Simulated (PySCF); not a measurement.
ZnI2, SMILES [Zn]([I])[I].

Geometry optimised at B3LYP-D3(BJ)/def2-SVP. The isomer is the one that the SMILES or the coordinates give; other isomers of the formula were not compared. The def2 effective core potentials stand for the cores of I; spin–orbit coupling is left out.

Method: C-PCM-PBE0/def2-SVP (PySCF 2.14.0).

The values are the electrostatic part of the solvation free energy, E(continuum) − E(gas) at the gas-phase geometry, in a cavity of scaled van der Waals radii (PySCF's table); cavitation and dispersion terms are not included. A continuum can't describe solvent molecules that bind to the metal. In vacuum the orbital gap is 5.77 eV. The dipole moment in vacuum is 0.00 D.

### Question
Estimate the values in water (ε = 78.36), cyclohexanone (ε = 15.62), toluene (ε = 2.37). (The exact figures need the calculation; the answer reports its results.)

### Answer

| solvent | ε | ΔG(elec) (kcal/mol) | dipole (D) | gap (eV) |
|---|---|---|---|---|
| water | 78.36 | -17.4 | 0.00 | 6.41 |
| cyclohexanone | 15.62 | -16.2 | 0.00 | 6.37 |
| toluene | 2.37 | -8.9 | 0.00 | 6.09 |
